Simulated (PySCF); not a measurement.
## Solvent effects on NMR parameters

Structure with atom numbers: `[CH3:1][S@+:2]1[CH2:3][CH2:4][CH2:5][C@@H:6]1[CH2:7][C:8]#[N:9]`. Hydrogens are named by the atom that carries them. Ha(C3), Ha(C4), Ha(C5) are cis to C7 on the ring; Ha(C7) is pro-R; Hb(C7) is pro-S; Hb(C3), Hb(C4), Hb(C5) are trans to C7 on the ring.

GIAO PBE0/pcSseg-1 in PySCF 2.14.0 with density-fitted response routines on one PBE0-D3(BJ)/def2-SVP conformer, non-relativistic, equivalent nuclei averaged. Solvents enter as an IEF-PCM continuum (cyclohexane with ε = 2.0, water with ε = 78.4) around the gas-phase geometry. Shifts are referred to TMS, CS2 computed in the same medium.

In cyclohexane, δ in ppm: C8 125.3, C6 61.1, C3 52.6, C5 38.2, C4 31.8, C1 23.6, C7 20.3, S2 124.9, H(C6) 4.02, Hb(C3) 3.42, Ha(C3) 3.42, H(C1) 3.15, Ha(C7) 3.14, Ha(C4) 2.98. Dipole moment 5.26 D.

Q: How does each δ change in the more polar medium?

A: 
```tsv
atoms	environment	Δδ, water
C8	nitrile carbon	+5.6
C6	sp3 CH bonded to S	+0.3
C3	sp3 CH2 bonded to S	+0.2
C5	sp3 CH2 in a ring	+0.4
C4	sp3 CH2 in a ring	+0.5
C1	methyl carbon bonded to S	+0.6
C7	sp3 CH2 α to a nitrile	+0.6
S2	sulfur bonded to 3 C, in a 5-membered ring	+3.8
H(C6)	hydrogen on an sp3 CH bonded to S	+0.22
Hb(C3)	hydrogen on an sp3 CH2 bonded to S	+0.06
Ha(C3)	hydrogen on an sp3 CH2 bonded to S	+0.07
H(C1)	hydrogen on a methyl carbon bonded to S	-0.02
Ha(C7)	hydrogen on an sp3 CH2 α to a nitrile	+0.11
Ha(C4)	hydrogen on an sp3 CH2 in a ring	-0.20
```

Changes are relative to cyclohexane. The dipole moment becomes 6.36 D in water.

Q: Which nuclei move most (in ppm), and what does the model miss?

A: C8 (nitrile carbon, +5.6 ppm) in water. A continuum only polarises the solute; specific hydrogen bonds, the anisotropy of aromatic solvents and changes of geometry or conformer are outside it, as are counter-ions.
